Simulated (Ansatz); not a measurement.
**Ansatz timings: SnH2F (SMILES [F][SnH2])**

SnH2F: 4 atoms, total charge 0, spin state doublet. As SMILES, `[F][SnH2]`. The shape is that of a PBE0-D4/def2-TZVP optimisation.

```csv
atom,x (Å),y (Å),z (Å)
F,-1.5526,-0.1900,0.6407
Sn,0.0283,-0.2422,-0.4683
H,1.1841,-1.0544,0.5241
H,0.3957,1.4262,-0.7167
```

Program: Ansatz 0.2.0. Hardware: 1 thread of Arm Neoverse V2, shared host, so times are rough. Ansatz fits the integrals of SCF and DFT runs by default. Its times include its search for lower SCF states.

Q: Estimate their order by wall time, quickest first.
A. energy at U-r2SCAN/STO-3G
B. energy at UHF/STO-3G
C. energy at UPBE/STO-3G

A: B (0.58 s), C (2.4 s), A (6.9 s).
